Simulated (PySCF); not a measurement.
Input for PySCF: D3(BJ) and D4 dispersion corrections on C2H10Si (a complex), monomers drawn apart or pushed together.

```python
from pyscf import gto
from pyscf.dispersion import dftd3, dftd4

mol = gto.M(
    atom='''
    C    -0.08193111    0.00140635   -0.31312880
    H    -1.03739562   -0.09533839    0.20060159
    H     0.30176182    1.01278211   -0.18486414
    H     0.62756166   -0.71108372    0.10463248
    H    -0.21933825   -0.20103873   -1.37433529
    C    -0.15537050    1.26769207    3.99959417
    Si    0.18705526   -0.57257163    4.11871020
    H    -0.27799253    1.57302717    2.95963772
    H     0.66629239    1.84449507    4.42800827
    H    -1.06768238    1.52787360    4.53944770
    H    -0.92866948   -1.35320726    3.53130284
    H     0.34394613   -0.98085067    5.53653313
    H     1.43286673   -0.92303895    3.39474760
    ''',
    basis='def2-svp',
    charge=0, spin=0, verbose=0, max_memory=1800)
d3, d4 = {}, {}
for xc in ['hf', 'pbe', 'blyp', 'revpbe', 'tpss', 'r2scan', 'b3lyp', 'pbe0', 'bhlyp', 'camb3lyp', 'b2plyp']:
    d3[xc] = float(dftd3.DFTD3Dispersion(mol, xc=xc, version='d3bj', atm=False).get_dispersion()['energy'])
    print(f'D3(BJ) {xc:10s} {d3[xc]:14.8f} Eh')
for xc in ['hf', 'pbe', 'blyp', 'revpbe', 'tpss', 'r2scan', 'b3lyp', 'pbe0', 'bhlyp', 'camb3lyp', 'b2plyp']:
    d4[xc] = float(dftd4.DFTD4Dispersion(mol, xc={'camb3lyp': 'cam-b3lyp'}.get(xc, xc), atm=True).get_dispersion()['energy'])
    print(f'D4     {xc:10s} {d4[xc]:14.8f} Eh')
```

It printed:

```
D3(BJ) hf            -0.05275803 Eh
D3(BJ) pbe           -0.00635472 Eh
D3(BJ) blyp          -0.01302743 Eh
D3(BJ) revpbe        -0.01590516 Eh
D3(BJ) tpss          -0.00789852 Eh
D3(BJ) r2scan        -0.00194850 Eh
D3(BJ) b3lyp         -0.01066312 Eh
D3(BJ) pbe0          -0.00548939 Eh
D3(BJ) bhlyp         -0.00827907 Eh
D3(BJ) camb3lyp      -0.00494580 Eh
D3(BJ) b2plyp        -0.00492472 Eh
D4     hf            -0.02016377 Eh
D4     pbe           -0.00555858 Eh
D4     blyp          -0.01205288 Eh
D4     revpbe        -0.01818504 Eh
D4     tpss          -0.00744358 Eh
D4     r2scan        -0.00157739 Eh
D4     b3lyp         -0.00872461 Eh
D4     pbe0          -0.00473316 Eh
D4     bhlyp         -0.00628514 Eh
D4     camb3lyp      -0.00476697 Eh
D4     b2plyp        -0.00389845 Eh
```

The run finished.

Cost: around 0.04 core-seconds (rough).
